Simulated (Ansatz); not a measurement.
A run on CH₆BNOSSi (`N[Si]1(S)CBO1`) with other settings.

```yaml
crystal:
  periodic: [false, false, false]
  atoms:
    - {symbol: N, position_ang: [-2.018529, -0.058150, 0.207747]}
    - {symbol: Si, position_ang: [-0.421336, -0.035689, -0.346397]}
    - {symbol: S, position_ang: [-0.510622, -0.892161, -2.288323]}
    - {symbol: C, position_ang: [1.083793, -0.417427, 0.683838]}
    - {symbol: B, position_ang: [1.230224, 1.160348, 0.521191]}
    - {symbol: O, position_ang: [0.154058, 1.559524, -0.230001]}
    - {symbol: H, position_ang: [-2.667939, -0.792039, -0.012882]}
    - {symbol: H, position_ang: [-2.367546, 0.597038, 0.885754]}
    - {symbol: H, position_ang: [0.757931, -1.331126, -2.260037]}
    - {symbol: H, position_ang: [1.885330, -1.017732, 0.250445]}
    - {symbol: H, position_ang: [0.905516, -0.767386, 1.702706]}
    - {symbol: H, position_ang: [2.046018, 1.939599, 0.919762]}
basis:
  gaussian: {orbitals: "6-31++G**", fitting: {mean_field: cc-pVTZ-jkfit}}
hamiltonian: {xc: {name: CAM-B3LYP}, dispersion: d3bj}
output: {forces: true}
```

```sh
$ ansatz run in.yaml --threads 4 --pin off --events-out ev --progress --plain --max-ram 10444MiB
```

Output, abridged:

```
Functional definition: CAM-B3LYP
738 factors; integrals over basis functions are off by at most 2.4e-1 eV
738 factors; integrals over basis functions are off by at most 2.1e-3 eV
mean field evaluation 1: about -24049.2992 eV, gradient 8.1e1 eV
mean field evaluation 2: about -24045.4323 eV, gradient 9.2e1 eV
mean field evaluation 4: about -24062.3358 eV, gradient 4.4e0 eV
mean field evaluation 8: about -24062.3783 eV, gradient 8.4e-2 eV
mean field evaluation 16: about -24062.3783 eV, gradient 2.7e-5 eV
mean field -24062.37827540 eV, -884.2760915552 hartree, gradient 2.7e-5 eV, S^2 0.000000; 0 other end points of the search recorded, 0 dependent functions left out
reference -24062.37846377 eV, -884.2760984775 hartree; 31, 31 occupied and 127, 127 virtual orbitals, 738 factors
Total energy: -24062.65132413 eV, -884.2861259111 hartree
Atom 0 at    -2.018529    -0.058150     0.207747 Å, force    -0.106569    -0.030166     0.079166 eV/Å
Atom 1 at    -0.421336    -0.035689    -0.346397 Å, force    -0.161879    -0.310944    -0.162218 eV/Å
Atom 2 at    -0.510622    -0.892161    -2.288323 Å, force     0.061928    -0.048079    -0.088477 eV/Å
Atom 3 at     1.083793    -0.417427     0.683838 Å, force     0.004634     0.011577    -0.006603 eV/Å
Atom 4 at     1.230224     1.160348     0.521191 Å, force     0.302594     0.234688     0.145687 eV/Å
Atom 5 at     0.154058     1.559524    -0.230001 Å, force     0.137273     0.258705     0.041345 eV/Å
Atom 6 at    -2.667939    -0.792039    -0.012882 Å, force    -0.140973    -0.127789    -0.040070 eV/Å
Atom 7 at    -2.367546     0.597038     0.885754 Å, force    -0.075028     0.132722     0.108055 eV/Å
Atom 8 at     0.757931    -1.331126    -2.260037 Å, force     0.009696    -0.039434    -0.066154 eV/Å
Atom 9 at     1.885330    -1.017732     0.250445 Å, force     0.047752    -0.025512    -0.021645 eV/Å
Atom 10 at     0.905516    -0.767386     1.702706 Å, force    -0.012207    -0.010644     0.044107 eV/Å
Atom 11 at     2.046018     1.939599     0.919762 Å, force    -0.067221    -0.045124    -0.033195 eV/Å
Dipole moment:    -0.057307    -0.368224     0.359000 e Å
```

Run time 3.1 s (4 threads of an Arm Neoverse V2 on a shared host); peak host memory 0.53 GiB.
